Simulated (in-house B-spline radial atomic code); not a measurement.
La⁶⁺. Computed with a B-spline radial atomic code. Model: all-electron spherical atom, spin shells full or empty, radial basis limit, no spin-orbit coupling, Breit or QED, empty-state partial waves extrapolated as (l+1/2)^-4, RPA, G0W0 and static COHSEX of the highest shell as one setting changes (uncorrelated shells keep exact exchange).

Empty levels are discrete states of a finite basis, so the steps are uneven.

Given: element La; charge 6; filled core Kr; hamiltonian one-electron scalar X2C; mean-field start r2SCAN; highest l of empty states 9; nuclear rms radius 4.855 fm; lowest nl shells left uncorrelated 9; highest mean-field shell 5p up; box radius 9.29 bohr.

Shell: 4d 5 5, 5s 1 1, 5p 3 0 (electrons up and down).

| highest empty level kept (hartree) | RPA correlation energy (hartree) | G0W0 level (eV) | G0W0 minus most complete (meV) | COHSEX level (eV) | linearised minus solved G0W0 (meV) |
| --- | --- | --- | --- | --- | --- |
| 16.33 | -0.184 | -91.166 | 39.7 | -93.224 | -34.2 |
| 32.67 | -0.18717 | -91.197 | 9.3 | -93.312 | -34.6 |
| 57.17 | -0.18784 | -91.203 | 3.1 | -93.338 | -34.7 |
| 98 | -0.18805 | -91.205 | 1.1 | -93.352 | -34.7 |
| 163.33 | ? | ? | ? | ? | ? |
| 294 | -0.18815 | -91.206 | 0.1 | -93.357 | -34.8 |
| 490 | -0.18816 | -91.206 | 0.1 | -93.358 | -34.8 |
| 980 | -0.18816 | -91.206 | 0 | -93.358 | -34.8 |
| 1960 | -0.18816 | -91.206 | 0 | -93.358 | -34.8 |
| 4083.3 | ? | ? | ? | ? | ? |
| 9800 | -0.18816 | -91.206 | 0 | -93.358 | -34.8 |
| 32667 | -0.18816 | -91.206 | 0 | -93.358 | -34.8 |

(1) What follows for highest empty level kept = 4083.3?

(2) What follows for highest empty level kept = 163.33?

Results:

(1) RPA correlation energy -0.18816 hartree; G0W0 level -91.206 eV; G0W0 minus most complete 0 meV; COHSEX level -93.358 eV; linearised minus solved G0W0 -34.8 meV.

(2) RPA correlation energy -0.18812 hartree; G0W0 level -91.206 eV; G0W0 minus most complete 0.5 meV; COHSEX level -93.356 eV; linearised minus solved G0W0 -34.8 meV.
